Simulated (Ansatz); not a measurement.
`CB(F)O[SiH3]`. Charge 0, multiplicity 1.

```xyz
11

C    -1.4596    1.4418   -0.2903
B    -0.1420    0.6676    0.0193
F     0.9475    1.3558    0.3956
O    -0.0337   -0.6762   -0.0709
Si    1.2385   -1.7050    0.2025
H    -1.2897    2.1750   -1.0846
H    -1.7753    2.0155    0.5864
H    -2.2739    0.7830   -0.5895
H     2.3592   -1.3909   -0.7175
H     0.7343   -3.0720   -0.0611
H     1.6946   -1.5947    1.6099
```

Q: List the harmonic frequencies (cm⁻¹, unscaled) at PBE0-D4/def2-TZVP in Ansatz. (Best estimate.)

A: Computed: 42, 60, 104, 105, 301, 489, 493, 657, 725, 748, 863, 915, 951, 954, 956, 973, 1263, 1356, 1404, 1458, 1469, 2241, 2244, 2258, 3053, 3115, 3160.

Q: Is this a minimum?

A: Yes, all 27 modes are real.

Q: Give the ideal-gas thermochemistry at 298.15 K and 1 bar (rigid rotor, harmonic oscillator; point group Cs, symmetry number 1).

A: Zero-point energy 193.5 kJ/mol; H(298) − E = 215.7 kJ/mol; entropy 363.9 J/(mol·K), of which translation 165.2, rotation 111.3, vibration 87.3; G(298) − E = 107.2 kJ/mol. Modes under 100 cm⁻¹ are hindered rotations or soft bends, so the harmonic entropy is rough.

Q: And at 400, 500, 600, 800 and 1000 K?

A: 
```csv
T (K),H − E (kJ/mol),S (J/mol/K),G − E (kJ/mol)
400,227.8,398.8,68.3
500,241.8,429.9,26.9
600,257.5,458.5,-17.6
800,292.8,509.0,-114.5
1000,331.9,552.7,-220.7
```
